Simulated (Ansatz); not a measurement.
One geometry of CH6Sn, SMILES `[CH3][SnH3]`, several functionals.

```yaml
crystal:
  periodic: [false, false, false]
  atoms:
    - {symbol: C, position_ang: [1.094459, 0.367391, -0.110629]}
    - {symbol: Sn, position_ang: [-0.919357, -0.329068, 0.082127]}
    - {symbol: H, position_ang: [1.300518, 0.627717, -1.148804]}
    - {symbol: H, position_ang: [1.789320, -0.411191, 0.204039]}
    - {symbol: H, position_ang: [1.244608, 1.249150, 0.512261]}
    - {symbol: H, position_ang: [-2.012033, 0.886774, -0.417452]}
    - {symbol: H, position_ang: [-1.156729, -1.716411, -0.887787]}
    - {symbol: H, position_ang: [-1.248687, -0.731462, 1.710444]}
basis:
  gaussian: {orbitals: def2-TZVPP}
hamiltonian: {xc: {name: r2SCANh}, dispersion: d4}
output: {orbitals: {seedname: orbitals}}
```

```sh
$ ansatz run in.yaml --threads 2 --pin off --events-out ev --progress --plain
```

It prints (some lines left out):

```
Functional definition: r2SCANh
  name "r2SCANh"
  cite "Bursch, Neugebauer, Ehlert & Grimme, J. Chem. Phys. 156, 134105 (2022) doi:10.1063/5.0086040"
  cite "Furness, Kaplan, Ning, Perdew & Sun, J. Phys. Chem. Lett. 11, 8208 (2020) doi:10.1021/acs.jpclett.0c02405"
  cite "Furness, Kaplan, Ning, Perdew & Sun, J. Phys. Chem. Lett. 11, 9248 (2020) doi:10.1021/acs.jpclett.0c03077"
  parent r2scan
  parameter a = 0.1
  parameter k0 = 0.174
  parameter k1 = 0.065
  parameter a1 = 4.9479
  exchange = (1 - a)*r2scan_x(k0 = k0, k1 = k1, a1 = a1) + a*exact_x
  correlation = r2scan_c
937 factors; their error is unknown
mean field evaluation 1: about -6960.8740 eV, gradient 5.3e1 eV
mean field evaluation 2: about -6955.0569 eV, gradient 6.5e1 eV
mean field evaluation 4: about -6967.2247 eV, gradient 2.2e0 eV
mean field evaluation 8: about -6967.2337 eV, gradient 2.8e-2 eV
mean field evaluation 16: about -6967.2532 eV, gradient 3.1e-5 eV
mean field -6967.25317972 eV, -256.0418317808 hartree, gradient 3.1e-5 eV, S^2 0.000000; 0 other end points of the search recorded, 0 dependent functions left out
reference -6967.25319343 eV, -256.0418322847 hartree; 17, 17 occupied and 148, 148 virtual orbitals, 937 factors
Total energy: -6967.28114711 eV, -256.0428595635 hartree
```

Hardware: 2 threads of a server CPU on a shared host. Wall time 1.4 s, peak host memory 0.34 GiB.

Changing it to `hamiltonian: {xc: {name: PBE-QIDH}}` (abridged; 1.7 s):

```
Functional definition: PBE-QIDH
mean field evaluation 16: about -6954.0528 eV, gradient 2.2e-5 eV
mean field -6954.05275440 eV, -255.5567250981 hartree, gradient 3.2e-6 eV, S^2 0.000000
5 core orbitals not correlated: weight in the atoms' cores, before any rotation towards them, 1.000 or more for the frozen orbitals, at most 0.000 for the correlated occupied ones
second order -16.08672962 eV of doubles, -0.00000000 eV of singles
Total energy: -6959.41501166 eV, -255.7537844175 hartree
```

Changing it to `hamiltonian: {xc: {name: wB97X-V}}` (abridged; 2.4 s):

```
Functional definition: wB97X-V
mean field -6965.42259061 eV, -255.9745588720 hartree, gradient 7.9e-5 eV, S^2 0.000000
Total energy: -6965.42258825 eV, -255.9745587853 hartree
```

The same input with `hamiltonian: {xc: {name: wB97M-V}}` and forces (abridged; 3.3 s):

```
Functional definition: wB97M-V
mean field -6963.72962419 eV, -255.9123435035 hartree, gradient 6.2e-5 eV, S^2 0.000000
Total energy: -6963.72968242 eV, -255.9123456434 hartree
Atom 0 force    -0.012300    -0.004116     0.001094 eV/Å
Atom 1 force    -0.058469    -0.020243     0.005597 eV/Å
Atom 2 force    -0.002838    -0.017390     0.087584 eV/Å
Atom 3 force    -0.044782     0.071890    -0.028229 eV/Å
Atom 4 force     0.001845    -0.070423    -0.054913 eV/Å
Atom 5 force     0.073694    -0.077298     0.032019 eV/Å
Atom 6 force     0.018428     0.090634     0.062183 eV/Å
Atom 7 force     0.024422     0.026948    -0.105335 eV/Å
Dipole moment:     0.143615     0.049672    -0.013746 e Å
```

With the line `hamiltonian: {xc: {name: BLYP}, dispersion: d4}` (abridged; 0.75 s):

```
Functional definition: BLYP
mean field evaluation 16: about -6963.7253 eV, gradient 1.6e-4 eV
mean field -6963.72533651 eV, -255.9121859342 hartree, gradient 3.1e-5 eV, S^2 0.000000
Total energy: -6963.97498108 eV, -255.9213602028 hartree
```

With the line `hamiltonian: {xc: lda}` (abridged; 0.5 s):

```
Functional definition: SPW92
mean field evaluation 16: about -6945.3589 eV, gradient 1.8e-4 eV
mean field -6945.35889332 eV, -255.2372315960 hartree, gradient 3.5e-5 eV, S^2 0.000000
Total energy: -6945.35894083 eV, -255.2372333423 hartree
```
